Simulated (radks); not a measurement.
Species: Ir4+. Configuration: [Kr] 4d10 4f14 5s1 5p6 5d6 (not the ground configuration).

All-electron calculation, scalar-relativistic Kohn-Sham, PBEsol, spin-polarised, spherical densities, finite nucleus; open shells are filled with parallel spins first (spin-orbit coupling, left out, can overturn this in heavy ions); Fermi nuclear charge, rms radius 5.4032 fm. Program: a radial shooting solver on a logarithmic mesh with Libxc functionals.

Energy parts (hartree):
part                       energy
total                 -17812.0107
kinetic                19791.9070
electron-nucleus      -44060.1136
Hartree                 6795.6087
exchange-correlation    -339.4128

Orbitals (lengths in bohr, moments of r in powers of bohr; <r^-3> diverges for s and p1/2):
orbital	occ.	eigenvalue (hartree)	<r^4>	<r>	<1/r>	<r^-3>
1s up	1	-2797.583	4.816e-07	0.01745	92.12	-
1s down	1	-2797.576	4.816e-07	0.01745	92.12	-
2s up	1	-491.0246	0.00007131	0.07364	21.58	-
2s down	1	-491.0086	0.00007131	0.07364	21.58	-
2p up	3	-427.0177	0.00005704	0.06625	19.36	23030
2p down	3	-427.0038	0.00005704	0.06625	19.36	23030
3s up	1	-116.2997	0.002595	0.1905	7.999	-
3s down	1	-116.2905	0.002595	0.1905	7.999	-
3p up	3	-97.57455	0.002825	0.1913	7.336	5215
3p down	3	-97.56488	0.002824	0.1913	7.336	5215
3d up	5	-76.91670	0.002174	0.1733	6.917	657.4
3d down	5	-76.90379	0.002174	0.1733	6.917	657.4
4s up	1	-26.30066	0.05928	0.4235	3.418	-
4s down	1	-26.28159	0.05920	0.4234	3.418	-
4p up	3	-20.15573	0.07912	0.4506	3.095	1239
4p down	3	-20.13612	0.07888	0.4505	3.095	1239
4d up	5	-12.59918	0.1120	0.4785	2.766	135.3
4d down	5	-12.57515	0.1110	0.4779	2.768	135.5
4f up	7	-4.19507	0.2553	0.5336	2.319	25.06
4f down	7	-4.15920	0.2447	0.5300	2.329	25.27
5s up	1	-5.48090	1.592	0.9686	1.391	-
5s down	0	-5.35457	1.571	0.9645	1.400	-
5p up	3	-3.85792	2.819	1.107	1.193	208.6
5p down	3	-3.71730	2.813	1.104	1.198	211.6
5d up	5	-1.97171	9.090	1.447	0.8919	14.78
5d down	1	-1.83039	9.842	1.465	0.8838	14.54

The highest occupied level is 5d down at -49.807 eV. The configuration is held as typed, so some empty levels lie below it. Spin moment in Bohr magnetons: 5.
